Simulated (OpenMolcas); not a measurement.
**S IV: the spin-orbit constant, worked from levels**

```yaml
Program: OpenMolcas
Basis: ANO-R2 [5s4p3d1f]
Scalar_Hamiltonian: X2C, finite nucleus
Active_space: 3 electrons in 4 orbitals (3s 3p)
State_averaging: 2S+1 = 4 odd, 1 root; 2S+1 = 2 odd, 11 roots; 2S+1 = 4 even, 3 roots; 2S+1 = 2 even, 9 roots
Spin-orbit_coupling: state interaction with AMFI integrals over the reference wave functions, term energies averaged over their components
```

Methods: CASSCF; MS-CASPT2, IPEA 0.25 Eh, imaginary shift 0.1 Eh (closed shells correlated: 2s 2p). Measured levels: NIST levels in Podobedova, Kelleher and Wiese, J. Phys. Chem. Ref. Data 38, 171 (2009).

**The spin-orbit constant.** For the Hund term ²P° of p1, E(J) = (A/2) J(J+1) + constant and ζ = 2S·A = A. From J = 1/2 to J = 3/2 the energy changes by 1.5 A.

```json
{"Source": "CASSCF", "E(3/2) - E(1/2)": "851.4", "A": "567.6", "ζ": "568"}
{"Source": "MS-CASPT2", "E(3/2) - E(1/2)": "856.9", "A": "571.3", "ζ": "571"}
{"Source": "measured", "E(3/2) - E(1/2)": "951.4", "A": "634.3", "ζ": "634"}
```

All in cm-1. MS-CASPT2 is off by -9.9 % and CASSCF by -10.5 %. Both methods take the spin-orbit matrix elements from the reference wave functions, so the second can move ζ only through the term energies and any multistate remixing.

Over all roots computed the reference weight is 0.88 to 0.99 in MS-CASPT2; the roots of lowest weight are the least certain, and an intruder state may touch them. Measured partners are found by configuration, term and J. A level has none where our copy of the source lacks it or the pairing is in doubt (some pairs that miss far off the trend of their configuration count as doubtful), and it then counts in no deviation. Only configurations of the active space appear.

° marks odd parity.
